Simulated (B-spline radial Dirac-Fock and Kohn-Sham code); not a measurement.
## Elastic scattering of 1 keV electrons by neutral erbium

Method: relativistic (Dirac) partial waves in the static field of the Dirac-Fock atom with Furness-McCarthy exchange, without polarisation or absorption potentials. Computed with a radial B-spline solver.

```
θ (°)  dσ/dΩ (a₀²/sr)  Sherman function
    0             275             0.000
    1             257             0.000
    2             213             0.000
    3             161             0.000
    5            79.6             0.000
    7            40.1             0.000
   10            17.3             0.001
   15            5.58             0.003
   20            2.36             0.004
   25            1.30            -0.001
   30           0.807            -0.012
   40           0.358            -0.034
   50           0.217            -0.001
   60           0.178             0.068
   70           0.134             0.102
   80          0.0627             0.065
   90          0.0293            -0.247
  100          0.0834            -0.129
  110           0.171            -0.026
  120           0.176             0.024
  130          0.0726             0.079
  140         0.00676            -0.507
  150           0.186            -0.092
  160           0.649            -0.037
  170            1.17            -0.015
  180            1.39             0.000
```

Q: What integrated cross sections go with this distribution?

A: The total elastic cross section is 10.6 a₀², the first transport cross section 2.40 a₀² and the second, weighted with (3/2) sin²θ, 2.01 a₀². The mean deflection is ⟨1 − cos θ⟩ = 0.227, and 10 % of the collisions scatter beyond 90°.

On this grid of angles the cross section has minima near 90°, 140°, from interference among the few low partial waves with large phase shifts.
